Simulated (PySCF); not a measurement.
TaOF3, SMILES [O]=[Ta]([F])([F])[F], multiplicity 1.

The structure is a stationary point at B3LYP-D3(BJ)/def2-SVP. The spin state was assumed, not searched. The isomer is the one that the SMILES or the coordinates give; other isomers of the formula were not compared. The def2 effective core potentials stand for the cores of Ta; spin–orbit coupling is left out.

The numbers are results of PBE/def2-TZVP (PySCF), not measurements.

Symmetry labels are those of the subgroup Cs that the program uses (full group C3v).

Computed valence orbital energies around the gap with their symmetry:
```
orbital  symmetry  energy (eV)
-------  --------  -----------
HOMO−7         A"       -11.58
HOMO−6         A'       -11.13
HOMO−5         A"       -10.79
HOMO−4         A'       -10.79
HOMO−3         A"       -10.71
HOMO−2         A'        -8.94
HOMO−1         A"        -8.65
HOMO           A'        -8.65
LUMO           A"        -2.61
LUMO+1         A'        -2.61
LUMO+2         A'        -1.70
LUMO+3         A"        -1.02
```
